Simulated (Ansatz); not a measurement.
AlH₄NSe, SMILES `[NH2][AlH][SeH]`. Total charge 0; spin multiplicity 1. Correlated methods include outer-core shells of Se, which these sets cover unevenly. Scalar relativity is left out up to krypton.

Z-matrix (Å, degrees):
```
N
Al 1 1.762
H 1 1.007 2 123.9
H 1 1.007 2 125.8 3 -180.0
Se 2 2.323 1 117.5 3 179.9
H 2 1.577 1 120.7 3 -0.1
H 5 1.469 2 90.6 1 179.7
```

(1) Give the diagnostics of a CCSD(T)/def2-TZVPP run (frozen core, Ansatz). (An estimate is asked.)

Answers

(1) Computed: T1 = 0.0095, largest single amplitude 0.026, largest double 0.042, (T) share of the correlation energy 3.5 %, 9 CCSD cycles. The RHF solution is stable towards an unrestricted one. T1 lies under the customary mark of 0.02 for closed shells.
